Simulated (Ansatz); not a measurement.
Sr₃O₃, relaxed as a singlet with RKS PBE0-D4/def2-SVP in Ansatz, starting from the GFN2-xTB geometry. Force threshold 0.02 eV/Å.

In the def2 sets Sr takes a core potential; there is no spin–orbit coupling. The structure comes from a short search, and lower isomers may exist.

Start:

```xyz
6

Sr    3.529   -1.974   -2.749
Sr    0.559   -0.530   -0.658
Sr   -2.282    1.084    1.614
O    -2.964    2.460    3.103
O    -0.951    0.203    0.411
O     2.108   -1.243   -1.722
```

Task: Estimate the energy that the relaxation releases and the steps that it takes.

Result: 6.75 eV, in 33 steps; 75 s on 4 threads of Arm Neoverse V2 on a shared host. No frequencies were taken in this run, so the end may be a saddle point.

Task: Does the start keep its bonding and symmetry?

Result: Bonds formed: Sr1–O5, Sr2–O4 (atoms count from 1). Metal–metal contacts that move far: Sr1–Sr3 7.88 to 4.24 Å. Point group Cs at the start, Cs at the end, both within 0.05 Å.

Task: Predict the relaxed structure.

Result: 
```xyz
6

Sr    0.861   -1.721   -1.462
Sr    0.793    1.250    0.158
Sr   -2.232   -0.062    0.925
O    -0.832    1.281    1.750
O    -0.806   -0.395   -0.769
O     2.215   -0.354   -0.602
```
Bond lengths (bridged metal pairs left out): 7 × O–Sr 2.11 to 2.47 Å.
